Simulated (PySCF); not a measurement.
CH7GeNSi2, SMILES [SiH3][C]1=N[SiH2][GeH2]1. Heavy atoms are numbered as in [SiH3:1][C:2]1=[N:3][SiH2:4][GeH2:5]1. Hydrogens are named by the atom that carries them.

The structure is a stationary point at ωB97X-D3(BJ)/def2-SVP. This is a generated structure with no PubChem entry under its InChIKey; it may be hypothetical.

Calculation: PBE0/def2-TZVP in PySCF.

ESP charges are fitted to the potential on shells at 1.4 to 2.0 van der Waals radii. Atomic charges (e), one atom of each kind:

```json
[
 {"atom": "Si1 (SiH3)", "Löwdin": "0.27", "ESP fit": "0.14"},
 {"atom": "C2", "Löwdin": "-0.49", "ESP fit": "0.33"},
 {"atom": "N3", "Löwdin": "-0.01", "ESP fit": "-0.50"},
 {"atom": "Si4 (SiH2)", "Löwdin": "0.14", "ESP fit": "0.38"},
 {"atom": "Ge5 (GeH2)", "Löwdin": "0.34", "ESP fit": "-0.11"},
 {"atom": "H on Si1", "Löwdin": "-0.03", "ESP fit": "-0.04"},
 {"atom": "H on Si4", "Löwdin": "-0.03", "ESP fit": "-0.06"},
 {"atom": "H on Ge5", "Löwdin": "-0.05", "ESP fit": "0.00"}
]
```
